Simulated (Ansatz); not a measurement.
Reaction (ligand exchange at the Sn–S bond): `CC[S][SnH3]` + `OCO` → `OC[O][SnH3]` + `CCS`

Computed with Ansatz on PBE0-D4/def2-TZVP structures; ΔE is electronic, products minus reactants. CCSD(T)/CBS adds triple-zeta CCSD(T) − MP2 to the extrapolated MP2 energy (def2 sets, frozen cores). This one scheme is used for every species. DFT in def2-TZVPP. def2 core potentials past Kr. For Sn outer-core shells are correlated without core-valence functions, which leaves a few kJ/mol of doubt a bond. Each species was taken in one conformer, which may not be the lowest.

`CC[S][SnH3]`:

Z-matrix (Å, degrees):
```
C
C 1 1.514
H 1 1.093 2 111.6
H 1 1.091 2 110.9 3 -120.1
H 1 1.094 2 110.4 3 119.6
S 2 1.824 1 114.5 3 64.8
H 2 1.092 1 111.4 3 -59.5
H 2 1.093 1 110.5 3 -178.2
Sn 6 2.396 2 100.7 1 -69.9
H 9 1.702 6 106.4 2 -161.2
H 9 1.709 6 111.7 2 78.5
H 9 1.709 6 107.2 2 -41.2
```

`OCO`:

Cartesian coordinates in Å:
```
O -0.466 -0.388 -1.057
C -0.091 -0.282 0.284
O 0.627 0.884 0.558
H -1.042 0.355 -1.263
H 0.495 -1.183 0.491
H -0.959 -0.249 0.951
H 1.436 0.862 0.037
```

`OC[O][SnH3]`:

Z-matrix (Å, degrees):
```
C
O 1 1.394
O 1 1.389 2 109.8
H 1 1.106 2 110.2 3 122.2
H 1 1.099 2 112.0 3 -116.7
Sn 2 1.973 1 120.2 3 -180.0
H 3 0.962 1 107.4 2 55.3
H 6 1.707 2 107.4 1 -60.2
H 6 1.708 2 107.3 1 59.6
H 6 1.696 2 103.1 1 179.6
```

`CCS`:

```xyz
9

C    -0.379   -0.750    0.470
C     0.622    0.290    0.014
S    -0.130    1.790   -0.673
H    -1.066   -0.334    1.208
H     0.134   -1.607    0.917
H    -0.973   -1.118   -0.370
H     1.215    0.653    0.856
H     1.324   -0.122   -0.714
H    -0.747    1.198   -1.709
```

```json
{"level": "PBE0-D4", "ΔE (kJ/mol)": "57.7", "difference from CCSD(T)/CBS": "7.1"}
{"level": "ωB97M-V", "ΔE (kJ/mol)": "50.2", "difference from CCSD(T)/CBS": "-0.4"}
{"level": "r2SCAN", "ΔE (kJ/mol)": "48.6", "difference from CCSD(T)/CBS": "-2.0"}
{"level": "MP2/def2-TZVPP", "ΔE (kJ/mol)": "52.6", "difference from CCSD(T)/CBS": "2.0"}
{"level": "SCS-MP2/def2-TZVPP", "ΔE (kJ/mol)": "46.3", "difference from CCSD(T)/CBS": "-4.3"}
{"level": "CCSD(T)/def2-TZVPP", "ΔE (kJ/mol)": "48.3", "difference from CCSD(T)/CBS": "-2.3"}
{"level": "HF/def2-QZVPP", "ΔE (kJ/mol)": "40.5", "difference from CCSD(T)/CBS": "-10.1"}
{"level": "SCS-MP2/def2-QZVPP", "ΔE (kJ/mol)": "47.1", "difference from CCSD(T)/CBS": "-3.5"}
{"level": "HF/CBS(def2)", "ΔE (kJ/mol)": "40.2", "difference from CCSD(T)/CBS": "-10.4"}
{"level": "CCSD/CBS(def2)", "ΔE (kJ/mol)": "49.6", "difference from CCSD(T)/CBS": "-1.0"}
{"level": "CCSD(T)/CBS", "ΔE (kJ/mol)": "50.6", "difference from CCSD(T)/CBS": "0"}
```

Largest T1 diagnostic among the species: 0.013.

From PBE to PBE0 (25 % exact exchange), in def2-TZVPP and without D4, ΔE moves by +3.6 kJ/mol. The D4 term adds +5.7 kJ/mol with B3LYP and +3.1 kJ/mol with PBE0; it sums over pairs of atoms, weighted by their polarisabilities, and B3LYP, whose exchange is more repulsive, gets the larger term. In def2-TZVPP, CCSD(T) changes the Hartree–Fock value by +5.8 kJ/mol (the triples alone add +1.0 kJ/mol) and MP2 by +10.1 kJ/mol.

B3LYP here is the variant with VWN-RPA as its local correlation; programs differ in this.
